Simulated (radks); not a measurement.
Task: Radial electron density D(r) = 4 pi r^2 rho(r) of an atom or ion with 17 electrons. All-electron calculation, non-relativistic Kohn-Sham, LDA (Slater exchange, Perdew-Wang correlation), spin-unpolarised, spherical densities, point nucleus. Program: a radial shooting solver on a logarithmic mesh with Libxc functionals.

r (bohr),D(r) (e/bohr)
0.003613,1.617
0.00463,2.519
0.005934,3.866
0.007604,5.822
0.009744,8.557
0.01249,12.19
0.016,16.70
0.02067,21.92
0.02649,26.76
0.03394,30.21
0.04349,31.14
0.05574,29.27
0.07142,26.05
0.09153,24.53
0.1173,27.13
0.1503,32.40
0.1942,34.62
0.2488,28.81
0.3188,17.99
0.4086,10.80
0.5236,10.80
0.6709,11.96
0.8597,8.715
1.102,3.616
1.412,0.7732
1.824,0.06773
2.337,0.002328

What is the nuclear charge?

Result: Z = 26. The innermost maximum, from 1s, lies near 1/Z = 0.0385 bohr (found: 0.0415), and its height grows with Z. The density is that of the iron ion Fe9+ in [Ne] 3s2 3p5; the configuration itself is not fixed sharply by these data, and Z only to about a unit. D(r) has 3 maxima, at r = 0.0415, 0.185, 0.645 bohr, and minima at 0.0894, 0.457 bohr, inside which lie 2.11, 10.42 electrons.
